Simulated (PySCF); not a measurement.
# Stationary points of SeO2

Method: B3LYP in PySCF with Se def2-TZVP, O def2-TZVP; no relativity; density-fitted integrals.

Relaxations began from a few typed shapes. The search is not exhaustive: other isomers or separated fragments can lie lower, and high-lying points may rest on an excited occupation.

```csv
spin,group,bonds,angles,imaginary modes (cm⁻¹),ΔE (kJ/mol),ΔE with ZPE (kJ/mol)
singlet,C2v,Se–O 1.612 Å (×2),O–Se–O 113.8°,none,0.0,0.0
singlet,D∞h,Se–O 1.668 Å (×2),O–Se–O 180.0°,"530i, 530i",262.5,–
```

The lowest minimum found is the singlet C2v: Se–O 1.612 Å (×2); O–Se–O 113.8°.

Counting electrons, selenium keeps 2 of its valence electrons outside its bonds, so the VSEPR class is AX2E1 and the expected shape is bent (C2v), as computed.
